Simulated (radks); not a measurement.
Isoelectronic series with 45 electrons, all held in the configuration [Kr] 4d8 5s1, which need not be the ground one along the series. All-electron calculation, scalar-relativistic Kohn-Sham, PBE, spin-polarised, spherical densities, point nucleus; open shells are filled with parallel spins first (spin-orbit coupling, left out, can overturn this in heavy ions). Program: a radial shooting solver on a logarithmic mesh with Libxc functionals. Total energies (hartree) and mean radii <r> (bohr):

[
 {"ion": "Rh", "E (hartree)": "-4784.15449", "5s up": "3.239", "4d down": "1.598", "4d up": "1.589", "4p down": "1.081"},
 {"ion": "Ag2+", "E (hartree)": "-5314.64604", "5s up": "2.435", "4d down": "1.267", "4d up": "1.269", "4p down": "0.9869"},
 {"ion": "In4+", "E (hartree)": "-5876.89388", "5s up": "2.028", "4d down": "1.084", "4d up": "1.085", "4p down": "0.9045"},
 {"ion": "Sb6+", "E (hartree)": "-6471.06227", "5s up": "1.762", "4d down": "0.9577", "4d up": "0.9586", "4p down": "0.8337"},
 {"ion": "I8+", "E (hartree)": "-7097.41474", "5s up": "1.568", "4d down": "0.8624", "4d up": "0.8631", "4p down": "0.7730"},
 {"ion": "Cs10+", "E (hartree)": "-7756.2722", "5s up": "1.418", "4d down": "0.7869", "4d up": "0.7873", "4p down": "0.7204"},
 {"ion": "La12+", "E (hartree)": "-8447.9992", "5s up": "1.296", "4d down": "0.7249", "4d up": "0.7252", "4p down": "0.6745"},
 {"ion": "Pr14+", "E (hartree)": "-9172.9984", "5s up": "1.196", "4d down": "0.6729", "4d up": "0.6731", "4p down": "0.6341"},
 {"ion": "Pm16+", "E (hartree)": "-9931.7094", "5s up": "1.111", "4d down": "0.6283", "4d up": "0.6285", "4p down": "0.5983"},
 {"ion": "Eu18+", "E (hartree)": "-10724.6081", "5s up": "1.038", "4d down": "0.5897", "4d up": "0.5899", "4p down": "0.5663"},
 {"ion": "Tb20+", "E (hartree)": "-11552.2080", "5s up": "0.9737", "4d down": "0.5558", "4d up": "0.5559", "4p down": "0.5375"}
]
